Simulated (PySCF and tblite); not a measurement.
Results of a calculation; reference values are marked as such.
# Conformers and averaged properties: C5H4O2, numbered as in [O:1]=[CH:2][c:3]1[cH:4][cH:5][o:6][cH:7]1

Conformers came from 90 starts (ETKDG and KDG, MMFF94s, GFN2-xTB); geometries are PBE0-D3(BJ)/def2-SVP. Free energies are B3LYP-D3(BJ)/def2-TZVP (IEF-PCM, chloroform) single points with GFN2-xTB rigid-rotor and vibrational terms (modes under about 100 cm⁻¹ blended into free rotors). Symmetry numbers and mirror images are counted. Conformers within 3 kcal/mol (GFN2-xTB free energy) were kept, 8 at most. GIAO shieldings: WP04/pcSseg-1 (IEF-PCM, chloroform). Couplings: B3LYP/pcJ-1 (gas phase; spin-dipole term only for pairs with B, N, F, Si or P). Couplings are for ¹³C, ¹H, ¹⁷O. Shifts are against TMS (¹H), TMS (¹³C) at the same level. Programs: PySCF with density fitting and tblite.

Torsions listed: O1–C2–C3–C4.

| conformer | shape | symmetry | E(GFN2) kcal/mol | E(DFT) kcal/mol | G(298.15 K) kcal/mol | weight % | dipole D |
| --- | --- | --- | --- | --- | --- | --- | --- |
| 1 | 0° | Cs | 0.55 | 0.00 | 0.00 | 89.9 | 3.64 |
| 2 | -179° | Cs | 0.00 | 1.26 | 1.30 | 10.1 | 3.87 |

Weights (%) against temperature:

```tsv
T (K)	1	2	S(mix) cal/mol/K
220	95.2	4.8	0.39
260	92.5	7.5	0.53
298.15	89.9	10.1	0.65
340	87.2	12.8	0.76
380	84.7	15.3	0.85
```

Averaged shifts at 298.15 K. ¹H: 9.56 (H2, 1H), 7.91 (H7, 1H), 7.43 (H5, 1H), 6.98 (H4, 1H) ppm. ¹³C: 188.3 (C2), 158.8 (C7), 151.1 (C5), 134.9 (C3), 116.5 (C4) ppm.

Averaged couplings (Hz): ¹J(O1,C2) 32.6, ²J(O1,C3) -1.3, ³J(O1,C4) -1.0, ³J(O1,C7) -1.9, ²J(O1,H2) -4.2, ¹J(C2,C3) 66.9, ³J(C2,O6) -1.1, ¹J(C2,H2) 176.8, ³J(C2,H4) 1.6, ³J(C2,H7) 1.5, ¹J(C3,C4) 55.9, ²J(C3,O6) 1.6, ¹J(C3,C7) 73.5, ²J(H2,C3) 30.0, ²J(C3,H4) 3.6, ³J(C3,H5) 5.9, ²J(C3,H7) 12.4, ¹J(C4,C5) 76.3, ²J(C4,O6) 1.8, ³J(H2,C4) 4.0, ¹J(C4,H4) 191.2, ²J(C4,H5) 13.7, ³J(C4,H7) 5.1, ¹J(C5,O6) 27.4, ²J(H4,C5) 12.4, ¹J(C5,H5) 215.3, ³J(C5,H7) 8.3, ¹J(O6,C7) 27.0, ³J(H4,O6) -4.0, ²J(H5,O6) -21.5, ²J(O6,H7) -20.7, ³J(H2,C7) 0.4, ³J(H4,C7) 6.5, ³J(H5,C7) 7.3, ¹J(C7,H7) 212.5, ⁴J(H2,H4) -0.6, ⁵J(H2,H5) 0.8, ³J(H4,H5) 2.4, ⁴J(H4,H7) 0.6, ⁴J(H5,H7) 1.3.

Coordinates of conformer 1 (Å):

```xyz
11

O     2.602   -0.807   -0.087
C     1.887    0.162   -0.019
C     0.426    0.103    0.035
C    -0.400   -1.071    0.027
C    -1.679   -0.620    0.085
O    -1.703    0.737    0.128
C    -0.438    1.166    0.098
H     2.315    1.196    0.008
H    -0.054   -2.101   -0.017
H    -2.648   -1.111    0.103
H    -0.285    2.243    0.126
```

Coordinates of conformer 2 (Å):

```xyz
11

O     2.652   -0.735    0.475
C     1.897    0.079    0.002
C     0.437   -0.049   -0.003
C    -0.536    0.848   -0.559
C    -1.746    0.282   -0.309
O    -1.589   -0.888    0.357
C    -0.281   -1.085    0.539
H     2.283    1.012   -0.480
H    -0.348    1.787   -1.076
H    -2.770    0.572   -0.530
H     0.021   -1.988    1.063
```

Shifts are unscaled: against experiment ¹³C can be off by 15 ppm or more and ¹H by 0.8 ppm.

Search and properties took 96 s on 1 thread of AMD EPYC 7B13, on a host shared with other jobs (rough), launched as `OMP_NUM_THREADS=1 python ens_run.py task.json out`.
